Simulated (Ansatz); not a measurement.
Basis-set series for C₂H₂BrF₃, SMILES `FC(F)(F)CBr`. Total charge 0; spin multiplicity 1. The geometry is a stationary point of PBE0-D4/def2-TZVP.

```json
{"functional": "PBE0-D4", "basis": "def2-TZVPP", "functions": "231", "energy (Eh)": "-2950.61354", "HOMO (eV)": "-8.52", "LUMO (eV)": "-0.51"}
{"functional": "PBE0-D4", "basis": "def2-QZVPP", "functions": "434", "energy (Eh)": "-2950.68509", "HOMO (eV)": "-8.55", "LUMO (eV)": "-0.63"}
{"functional": "ωB97M-V", "basis": "def2-TZVPP", "functions": "231", "energy (Eh)": "-2951.03844", "HOMO (eV)": "-10.80", "LUMO (eV)": "1.59"}
{"functional": "ωB97M-V", "basis": "def2-QZVPP", "functions": "434", "energy (Eh)": "-2951.10712", "HOMO (eV)": "-10.83", "LUMO (eV)": "1.29"}
```

(1) Give the rows for def2-SVP. (Estimate.)

Results:

(1) The calculation gave: 
| functional | basis | functions | energy (Eh) | HOMO (eV) | LUMO (eV) |
| --- | --- | --- | --- | --- | --- |
| PBE0-D4 | def2-SVP | 112 | -2949.85010 | -8.39 | -0.26 |
| ωB97M-V | def2-SVP | 112 | -2950.26615 | -10.65 | 1.98 |

Positive LUMOs are unbound and depend on the basis. Scalar relativity is left out up to krypton.

All numbers were calculated with Ansatz.
